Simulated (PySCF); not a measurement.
First SCF of a structure search on quartet CoCl2, at a hand-made bent geometry. PySCF input:

```python
from pyscf import gto, scf, dft
mol = gto.M(atom='''
Co     0.000000     0.000000     0.000000
Cl     1.720200     0.000000     1.204500
Cl    -1.720200     0.000000     1.204500''',
    basis={'Co': 'def2-TZVP', 'Cl': 'def2-TZVP'},
    charge=0, spin=3)
mf = dft.UKS(mol, xc='PBE')
mf.grids.atom_grid = (50, 194)
aux = {'Co': 'def2-universal-JKFIT', 'Cl': 'def2-universal-JKFIT'}
mf = mf.density_fit(auxbasis=aux)
mf.conv_tol = 1e-08
mf.diis_space = 10
mf.max_cycle = 60
mf.init_guess = 'minao'
mf.verbose = 4
mf.kernel()
```

Excerpt of the output (cycles alone):

```
init E= -2301.84846471796
cycle= 1 E= -2284.52934549567  delta_E= 17.3  |g|= 5.52  |ddm|= 5.75
cycle= 2 E= -2216.91495585662  delta_E= 67.6  |g|= 14.4  |ddm|= 12.1
cycle= 3 E= -2271.39719706914  delta_E= -54.5  |g|= 10.7  |ddm|= 7.43
cycle= 4 E= -2280.46227509264  delta_E= -9.07  |g|= 9.21  |ddm|= 2.31
cycle= 5 E= -2283.55981708338  delta_E= -3.1  |g|= 8.55  |ddm|= 0.796
cycle= 6 E= -2289.64886382532  delta_E= -6.09  |g|= 7.25  |ddm|= 2.21
cycle= 7 E= -2291.04051413607  delta_E= -1.39  |g|= 6.77  |ddm|= 0.577
cycle= 8 E= -2294.03794615679  delta_E=   -3  |g|= 5.97  |ddm|= 1.37
cycle= 9 E= -2295.28916973961  delta_E= -1.25  |g|= 5.23  |ddm|= 0.492
cycle= 10 E= -2302.08367724355  delta_E= -6.79  |g|= 1.09  |ddm|= 2.58
cycle= 11 E= -2301.18862468256  delta_E= 0.895  |g|= 2.06  |ddm|=  1.9
cycle= 12 E= -2302.39132169144  delta_E= -1.2  |g|= 1.07  |ddm|= 1.25
cycle= 13 E= -2302.61816816289  delta_E= -0.227  |g|= 0.493  |ddm|= 0.758
cycle= 14 E= -2302.66963158538  delta_E= -0.0515  |g|= 0.179  |ddm|= 0.142
cycle= 15 E= -2302.6773932628  delta_E= -0.00776  |g|= 0.0488  |ddm|= 0.104
cycle= 16 E= -2302.67838187825  delta_E= -0.000989  |g|= 0.0163  |ddm|= 0.0303
cycle= 17 E= -2302.67844931839  delta_E= -6.74e-05  |g|= 0.00413  |ddm|= 0.00616
cycle= 18 E= -2302.67845450159  delta_E= -5.18e-06  |g|= 0.000577  |ddm|= 0.00241
cycle= 19 E= -2302.67845457883  delta_E= -7.72e-08  |g|= 0.000342  |ddm|= 0.000656
cycle= 20 E= -2302.67845463069  delta_E= -5.19e-08  |g|= 0.00019  |ddm|= 0.000463
cycle= 21 E= -2302.67845464961  delta_E= -1.89e-08  |g|= 0.00012  |ddm|= 0.000229
cycle= 22 E= -2302.67845465453  delta_E= -4.93e-09  |g|= 1.15e-05  |ddm|= 6.67e-05
Extra cycle  E= -2302.67845465301  delta_E= 1.52e-09  |g|= 7.65e-05  |ddm|= 3.66e-05
converged SCF energy = -2302.67845465301  <S^2> = 3.7577211  2S+1 = 4.0038587
```

This is not the lowest solution: another start and a stability analysis within the same unrestricted form found one 4.3 kJ/mol lower, at -2302.68008 Eh.

Open d and f shells are described by one determinant, and the ground state may have another occupation or spin.

The search for the lowest solution, 3 starts and the stability check together, took 19 s on 4 threads of a shared Intel Xeon Platinum 8488C (Sapphire Rapids) host, with 119 basis functions; the process peaked at 0.48 GiB.
